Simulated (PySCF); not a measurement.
# Working out the excitation energy of F⁺

F⁺ [He] 2s2 2p4 (3P) → F⁺ [He] 2s2 2p3 3s1 (5S). All numbers are calculated (PySCF 2.14, no relativity, point nucleus, in aug-cc-pwCVDZ). Frozen: 1s2. Energies in hartree (1 hartree = 27.21139 eV):

| part | F⁺ (lower) | F⁺ (upper) |
| --- | --- | --- |
| UHF | -98.801953 | -98.040138 |
| CCSD correlation | -0.125946 | -0.103328 |
| (T) | -0.001318 | -0.000946 |

Task: What does Hartree-Fock give?

Result: (-98.040138) − (-98.801953) = 0.761815 hartree = 20.730 eV.

Task: What do CCSD and CCSD(T) give?

Result: The CCSD correlation energies differ by 0.022618 hartree = 0.615 eV and the triples by 0.000372 hartree = 0.010 eV, so CCSD gives 21.345 eV and CCSD(T) 21.355 eV.

Measured between the centres of the two terms (NIST): 21.862 eV, so CCSD(T) (valence) is off by -0.507 eV.

A double-zeta basis recovers only part of the correlation energy.

What remains against the reference includes basis incompleteness, the frozen core and higher excitations.
